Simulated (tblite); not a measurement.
Problem. What does the GFN2-xTB structure of InChI=1S/C17H9F3O2S/c1-2-13-3-5-14(6-4-13)7-8-15-9-11-16(12-10-15)23(21,22)17(18,19)20/h1,3-6,9-12H look like in three dimensions?

Solution. 
```xyz
32
C17H9F3O2S angstrom
C      8.1928    0.3116   -0.7270
C      7.0001    0.2285   -0.6147
C      5.5957    0.1289   -0.4825
C      4.8309   -0.4287   -1.5102
C      3.4629   -0.5250   -1.3815
C      2.8320   -0.0647   -0.2214
C      1.4327   -0.1569   -0.0919
C      0.2311   -0.2332    0.0172
C     -1.1685   -0.3218    0.1415
C     -1.7965    0.1102    1.3163
C     -3.1686    0.0238    1.4351
C     -3.9019   -0.4955    0.3828
S     -5.6722   -0.5447    0.5189
O     -6.0903   -0.4843    1.8828
O     -6.2393   -1.5216   -0.3544
C     -6.1200    1.1444   -0.2357
F     -7.4225    1.3788   -0.2226
F     -5.5019    2.1139    0.4443
F     -5.6856    1.2003   -1.4972
C     -3.3055   -0.9274   -0.7888
C     -1.9333   -0.8432   -0.9096
C      3.5985    0.4924    0.8071
C      4.9664    0.5881    0.6772
H      9.2351    0.3832   -0.8231
H      5.3235   -0.7824   -2.4040
H      2.8665   -0.9554   -2.1726
H     -1.1992    0.5090    2.1221
H     -3.6852    0.3408    2.3267
H     -3.9237   -1.3276   -1.5762
H     -1.4398   -1.1742   -1.8103
H      3.1069    0.8463    1.7013
H      5.5636    1.0179    1.4682
```

Any rigid rotation of these coordinates is as good. Atoms count from 1 in this order. The 17 C–C bonds span 1.201 Å (C1≡C2, drawn triple) to 1.414 Å (C2–C3, drawn single), a spread of 0.213 Å. The 6-membered ring C3–C4–C5–C6–C22–C23 has internal angles of 119.6° to 120.2°; it is planar, 0.00 Å rms from its mean plane, widest ring torsion 0°. The 2 C–S bonds span 1.776 Å (C12–S13, drawn single) to 1.903 Å (S13–C16, drawn single), a spread of 0.127 Å. The 6-membered ring C9–C10–C11–C12–C20–C21 has internal angles of 118.9° to 122.2° (sum 720°, against 720° for a flat polygon); it is planar, 0.00 Å rms from its mean plane, widest ring torsion 0°.

Bonds between heavy atoms (Å): C1≡C2 1.201, C2–C3 1.414, C3–C4 1.397, C4–C5 1.377, C5–C6 1.399, C6–C7 1.408, C7≡C8 1.209, C8–C9 1.408, C9–C10 1.400, C10–C11 1.380, C11–C12 1.384, C12–S13 1.776, S13=O14 1.428, S13=O15 1.428, S13–C16 1.903, C16–F17 1.324, C16–F18 1.336, C16–F19 1.335, C12–C20 1.384, C20–C21 1.380, C6–C22 1.399, C22–C23 1.377, C3–C23 1.397, C9–C21 1.401.

The geometry is computed with GFN2-xTB (gas phase).

Point group: near Cs, missed by 0.10 Å at most; the miss may be what the optimiser left on a soft mode. Its lowest GFN2-xTB frequency is 14 cm⁻¹, too small to tell a flat minimum from a shallow saddle. The numbers are those of one conformer (C11–C12–S13–O14 -21°).
